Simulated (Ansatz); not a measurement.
One change: `[CH3][SbH][CH3]` becomes `[CH3][Sb]([CH3])[SiH3]`.

Ansatz, PBE0-D4/def2-TZVP geometries, multiplicity 1. 

Elements past krypton have def2 core potentials.

```json
{"property": "HOMO–LUMO gap (PBE/def2-TZVPP) / eV", "`[CH3][SbH][CH3]`": "4.96"}
{"property": "zero-point energy (PBE0-D4/def2-TZVP) / kJ/mol", "`[CH3][SbH][CH3]`": "208.4"}
{"property": "size of the dipole moment (PBE/def2-TZVPP) / D", "`[CH3][SbH][CH3]`": "0.75"}
{"property": "HOMO–LUMO gap (B3LYP/def2-TZVPP) / eV", "`[CH3][SbH][CH3]`": "6.28"}
{"property": "LUMO energy (B3LYP/def2-TZVPP) / eV", "`[CH3][SbH][CH3]`": "-0.24"}
{"property": "HOMO energy (B3LYP/def2-TZVPP) / eV", "`[CH3][SbH][CH3]`": "-6.52"}
```

Task: Give the same properties after the change, and the shifts. (Best estimate.)

Result: The calculation gave: 
```csv
property,`[CH3][Sb]([CH3])[SiH3]`,shift
HOMO–LUMO gap (PBE/def2-TZVPP) / eV,4.64,-0.32
zero-point energy (PBE0-D4/def2-TZVP) / kJ/mol,254.9,46.5
size of the dipole moment (PBE/def2-TZVPP) / D,0.98,0.23
HOMO–LUMO gap (B3LYP/def2-TZVPP) / eV,5.93,-0.35
LUMO energy (B3LYP/def2-TZVPP) / eV,-0.46,-0.22
HOMO energy (B3LYP/def2-TZVPP) / eV,-6.39,0.13
```

With PBE0 the HOMO rises by 0.12 eV and the LUMO falls by 0.26 eV, so the gap narrows by about 0.38 eV. PBE moves the HOMO by 0.06 eV and ωB97M-V by 0.21 eV. The zero-point energy changes by 46.5 kJ/mol with +9 modes. Dipoles are sizes alone; their direction can turn.

B3LYP here is the variant with VWN-RPA as its local correlation; programs differ in this.

Spin–orbit coupling is left out; it splits and shifts lone-pair levels of the heavy atoms by tenths of an eV.
